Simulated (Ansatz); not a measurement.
Compare A (`F[C@H]1B[C@@H]1Cl`) with its isomer B (`FB1CC1Cl`).

Gas-phase electronic energies from Ansatz, PBE0-D4/def2-TZVP geometries. CCSD(T)/CBS is the MP2 limit (def2-TZVPP, def2-QZVPP) plus CCSD(T) − MP2 in def2-TZVPP, frozen cores. Functionals use def2-TZVPP. B3LYP here is the variant with VWN-RPA as its local correlation; programs differ in this.

Question: Which isomer does CCSD(T)/CBS put lower? Give the gap. (Estimate.)

Answer: Ansatz gave: B, by 57.0 kcal/mol.

Question: Give E(B) − E(A) in kcal/mol with MP2/def2-TZVPP, PBE0-D4, B3LYP-D4, CCSD(T)/def2-SVP, CCSD(T)/def2-TZVPP, CCSD/def2-TZVPP, r2SCAN-D4. (Best estimate.)

Answer: The calculation gave: MP2/def2-TZVPP -58.9, PBE0-D4 -55.4, B3LYP-D4 -55.8, CCSD(T)/def2-SVP -58.5, CCSD(T)/def2-TZVPP -57.1, CCSD/def2-TZVPP -57.0, r2SCAN-D4 -56.2. None reverses the order clearly.

Question: Does the order hold for the free energy at 298.15 K (harmonic terms from PBE0-D4)? (An estimate is asked.)

Answer: Computed: Yes: G(B) − G(A) = -55.7 kcal/mol.

Largest T1 diagnostic: 0.012.

In def2-TZVPP, CCSD(T) changes the Hartree–Fock value by −0.9 kcal/mol (the triples alone add −0.1 kcal/mol) and MP2 by −2.7 kcal/mol. Leaving LDA and LC-ωPBE aside and taking each functional with its dispersion term where it has one, the values, not all of them listed here, spread over 2.9 kcal/mol, from PBE-QIDH to revPBE-D4. LDA lies −0.8 kcal/mol from PBE without D4.
